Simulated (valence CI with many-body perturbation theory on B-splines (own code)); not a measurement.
Values are calculated unless marked as measured or tabulated.
## A CI+MBPT run for Hg LXXV

Level of theory: relativistic CI+MBPT: four valence electrons over a frozen Dirac-Fock core [He], a basis of 11 s, 11 p, 10 d, 8 f, 5 g, 2 h functions for each j, with the one-electron correlation potential Σ1 (screened to all orders), the two-electron term Σ2, the three-electron term Σ3, Breit, model QED; selected single and double excitations, second order for the rest, scaled by the run's own slope (own B-spline code, finite nucleus).

Command, and the settings that its task file holds:

```sh
python run_cv.py task.json out
```

```
atom Hg  Z=80  mass_number=202  rms_radius_fm=5.4648
core [He]
valence 2s2 2p2
avg = 1
basis = M
breit = 1
cap = 32000
capref = 2000
cscale = 1
de = 0.0
dress = 0
eps = 2e-08
extrap = 1
h = 0.27
hh = 1
l2 = 3
lcore = 6
maxit = 60
n2 = 5
natural = 1
nlev = 150
nno = [5, 5, 5, 4, 2, 1]
nroot = 36
nsp = [6, 6, 5, 4, 3, 1]
pt2 = 1
qed = 1
rpa = 1
s1 = 1
s2 = 1
s3 = 1
screen = 1
tol = 2e-05
whole = 1
```

**Question.** Roughly how long does this run take on one core of Intel(R) Xeon(R) 6975P-C (Granite Rapids), and how much memory?

**Answer.** 75 s on 1 thread of Intel(R) Xeon(R) 6975P-C (Granite Rapids) (shared host), peak memory 0.93 GiB.

Log. The first blocks belong to the next ion, which gives the ionisation energy. Fields: 2J, parity (1 odd), roots, reference size, generating configurations, candidates as configurations/state functions, variational space P, stored matrix elements, Davidson steps; e2 is the range of second-order energies in hartree. The first line gives the box (bohr), its intervals, the orbitals and the steps of their self-consistent field. Window is the range of levels sought, series limit the energy at which the first omitted orbital would enter, core excitation an estimate of the first excitation out of the core, left out the lowest levels not solved, and shifts from estimates the range by which levels moved from their first estimate, all in cm⁻¹.

```
rmax 2.0 intervals 55 orbitals 83 references ['2s2 2p2', '2s 2p3', '2p4'] scf 2 t 0.3
2J=1 par=1 roots 2 ref 40 generators 2 cand 3202/4609 P 1829/2819 nnz 1.6e+06 it 5
2J=1 par=1 roots 2 ref 40 generators 2 cand 1405/1830 P 2107/3242 nnz 2.2e+06 it 4
   second order: generators 2 cand 1127/1407 e2 -0.00000 -0.00000
reference levels 1204, estimated 822, window 138803189 1/cm; series limit 165098753, core excitation 564260624
2J=0 par=0 roots 20 ref 53 generators 20 cand 26622/43462 P 4284/6400 nnz 2.5e+06 it 5
2J=0 par=0 roots 20 ref 53 generators 23 cand 27060/44233 P 18022/29650 nnz 3.5e+07 it 7
   second order: generators 28 cand 21062/34870 e2 -0.00003 -0.00000
2J=2 par=0 roots 34 ref 124 generators 24 cand 38999/144464 P 2457/7223 nnz 4.5e+06 it 5
2J=2 par=0 roots 34 ref 124 generators 28 cand 40954/154993 P 9151/32000 nnz 5.1e+07 it 8
   second order: generators 31 cand 36793/144965 e2 -0.00357 -0.00084
2J=4 par=0 roots 36 ref 150 generators 25 cand 43430/229590 P 2286/7259 nnz 4.9e+06 it 5
2J=4 par=0 roots 36 ref 150 generators 30 cand 45550/252741 P 7815/32000 nnz 5.5e+07 it 7
   second order: generators 36 cand 46079/261516 e2 -0.00616 -0.00156
2J=4 par=1 roots 32 ref 147 generators 25 cand 43430/229363 P 2225/7256 nnz 5e+06 it 5
2J=4 par=1 roots 32 ref 147 generators 29 cand 45535/252498 P 7745/32000 nnz 5.4e+07 it 8
   second order: generators 33 cand 42424/237071 e2 -0.00609 -0.00126
2J=2 par=1 roots 33 ref 127 generators 26 cand 39099/144630 P 2588/7225 nnz 4.4e+06 it 5
2J=2 par=1 roots 33 ref 127 generators 31 cand 41003/155168 P 9565/31999 nnz 4.9e+07 it 7
   second order: generators 35 cand 35506/134439 e2 -0.00341 -0.00076
2J=6 par=1 roots 18 ref 122 generators 18 cand 39722/244091 P 2343/7223 nnz 4.7e+06 it 5
2J=6 par=1 roots 18 ref 122 generators 20 cand 40447/258136 P 7698/32000 nnz 5.5e+07 it 7
   second order: generators 23 cand 35092/233359 e2 -0.00380 -0.00134
2J=0 par=1 roots 14 ref 49 generators 15 cand 24106/39566 P 4169/6400 nnz 2.5e+06 it 5
2J=0 par=1 roots 14 ref 49 generators 17 cand 23355/38362 P 15449/25007 nnz 2.7e+07 it 7
   second order: generators 19 cand 15457/26146 e2 -0.00004 -0.00000
2J=6 par=0 roots 23 ref 123 generators 15 cand 38293/226075 P 2226/7227 nnz 4.8e+06 it 6
2J=6 par=0 roots 23 ref 123 generators 19 cand 40530/258112 P 7130/31995 nnz 5.9e+07 it 9
   second order: generators 22 cand 38281/252086 e2 -0.00458 -0.00177
2J=8 par=1 roots 6 ref 82 generators 7 cand 23396/149224 P 2316/7163 nnz 4.3e+06 it 5
2J=8 par=1 roots 6 ref 82 generators 9 cand 27125/181774 P 7323/31996 nnz 6.6e+07 it 8
   second order: generators 11 cand 22118/156941 e2 -0.00067 -0.00037
2J=8 par=0 roots 9 ref 83 generators 6 cand 21157/128792 P 2269/7168 nnz 4.6e+06 it 5
2J=8 par=0 roots 9 ref 83 generators 7 cand 22057/146528 P 7062/31993 nnz 6.8e+07 it 5
   second order: generators 9 cand 21656/156304 e2 -0.00127 -0.00039
2J=10 par=0 roots 3 ref 46 generators 4 cand 14325/92855 P 2029/6397 nnz 3.7e+06 it 4
2J=10 par=0 roots 3 ref 46 generators 5 cand 16974/118253 P 5872/26753 nnz 6.4e+07 it 5
   second order: generators 7 cand 14667/107527 e2 -0.00007 -0.00005
2J=10 par=1 roots 1 ref 45 generators 1 cand 5558/33225 P 1805/6395 nnz 4.7e+06 it 4
2J=10 par=1 roots 1 ref 45 generators 2 cand 11608/76934 P 3837/17217 nnz 4.3e+07 it 5
   second order: generators 2 cand 9576/66112 e2 -0.00005 -0.00005
left out: unestimated 150907197, estimated 145818619, shifts from estimates -67 to 119
operators 0.1
```

The Davidson iterations converged.

The last digits are not significant, and no measured levels were compared; by estimate large intervals hold to a few tenths of a per cent, small ones and those within an open d or f shell to about a per cent. Among the levels kept, up to 1400 cm⁻¹ of a level comes from second order outside the variational space, and about a tenth of that is noise between levels of different J, which matters for small intervals.

```yaml
Valence_energy: -3359.775 hartree
Ionisation_energy: "22124 eV (NIST: 22120 ± 90 eV (theoretical))"
Reference_configurations_for_the_orbitals: 2s2 2p2, 2s 2p3, 2p4
Radial_orbitals: 83
Box_radius: 1.991 bohr
Largest_variational_space: 32000
Lowest_levels: (2s^2 2p1/2^2) J=0 0.00, (2s^2 2p1/2 2p3/2) J=1 16398, (2s^2 2p1/2 2p3/2) J=2 16544, (2s 2p1/2^2 2p3/2) J=2 19179, (2s 2p1/2^2 2p3/2) J=1 19967, (2s^2 2p3/2^2) J=2 33185, (2s^2 2p3/2^2) J=0 33755, (2s 2p1/2 2p3/2^2) J=2 [a] 35324, (2s 2p1/2 2p3/2^2) J=3 35695, (2s 2p1/2 2p3/2^2) J=0 36285, (2s 2p1/2 2p3/2^2) J=1 [a] 36488, (2s 2p1/2 2p3/2^2) J=2 [b] 36553, (2s 2p1/2 2p3/2^2) J=1 [b] 36596, (2p1/2^2 2p3/2^2) J=2 39493 × 10³ cm⁻¹
```

Levels are named by their leading jj configuration (3d3/2^4 stands for four electrons in 3d with j = 3/2), which in mixed levels can hold well under half, so a name can repeat and another be missing. Letters in brackets count levels of one name in rising energy.
